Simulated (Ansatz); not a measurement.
`CC(F)([SiH3])[SiH3]`, relaxed with RKS PBE0-D4/def2-TZVP in the Gaussian-basis code of Ansatz from a PBE-D4/def2-SVP geometry. The force threshold is 0.005 eV/Å; the program also tests the step.

The species carries charge 0 and has multiplicity 1.

Start:

```xyz
14

C    -0.901    0.540   -1.205
C     0.249    0.035   -0.338
F     1.432   -0.017   -1.149
Si   -0.013   -1.771    0.263
Si    0.685    1.243    1.092
H    -1.076   -0.136   -2.068
H    -0.683    1.553   -1.604
H    -1.840    0.597   -0.616
H     1.202   -2.237    1.013
H    -1.216   -1.845    1.167
H    -0.235   -2.650   -0.938
H     0.989    2.594    0.504
H     1.885    0.734    1.837
H    -0.479    1.359    2.041
```

Q: By how much does the energy fall, and how many steps does the optimiser take? (Best estimate.)

A: Ansatz gave: 1.06 kcal/mol, in 5 steps.

Q: Which bonds change most? (Estimate.)

A: Ansatz gave: C2–Si5 from 1.922 to 1.902 Å; C2–Si4 from 1.922 to 1.902 Å; Si5–H14 from 1.506 to 1.488 Å; Si4–H10 from 1.506 to 1.488 Å.

Q: Give the relaxed structure. (Best estimate.)

A: Computed: 
```xyz
14

C    -0.882    0.531   -1.188
C     0.274    0.031   -0.344
F     1.431   -0.011   -1.169
Si   -0.010   -1.750    0.258
Si    0.681    1.228    1.077
H    -1.065   -0.134   -2.037
H    -0.679    1.533   -1.578
H    -1.797    0.579   -0.591
H     1.178   -2.234    1.005
H    -1.198   -1.769    1.154
H    -0.262   -2.624   -0.918
H     0.949    2.576    0.512
H     1.867    0.747    1.828
H    -0.489    1.297    1.993
```
